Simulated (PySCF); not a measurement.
ClH3Si, SMILES [SiH3]Cl (connectivity only; charge and spin as stated), charge +1, multiplicity 2. Atoms are numbered in the order given.

```xyz
5

Si     0.0775    -0.9185     0.0000
Cl    -0.0138     1.0357     0.0000
H     -1.1029    -1.5611    -0.8203
H      1.3560    -1.6258     0.0000
H     -1.1029    -1.5611     0.8203
```
Charge +1, spin multiplicity 2.

The structure is a stationary point at ωB97X-D3(BJ)/def2-TZVP. The multiplicity is an assumed one; other spin states were not compared. The isomer is the one that the SMILES or the coordinates give; other isomers of the formula were not compared.

Computed with PySCF with ωB97X/def2-TZVPD.

Mulliken values depend strongly on the basis, most of all with diffuse functions as here. ESP charges are fitted to the potential on shells at 1.4 to 2.0 van der Waals radii. Atomic charges (e):

```csv
atom,ESP fit,Mulliken,Mulliken spin
Si1,…,0.48,0.36
Cl2,…,0.02,0.12
H3,…,0.20,0.27
H4,…,0.09,0.00
H5,…,0.20,0.27
```

Question: Some entries are withheld; supply them. (An estimate is asked for; the answer gives what the named calculation found.)

Answer: 
- Si1, ESP fit: 0.31
- Cl2, ESP fit: 0.19
- H3, ESP fit: 0.17
- H4, ESP fit: 0.15
- H5, ESP fit: 0.17
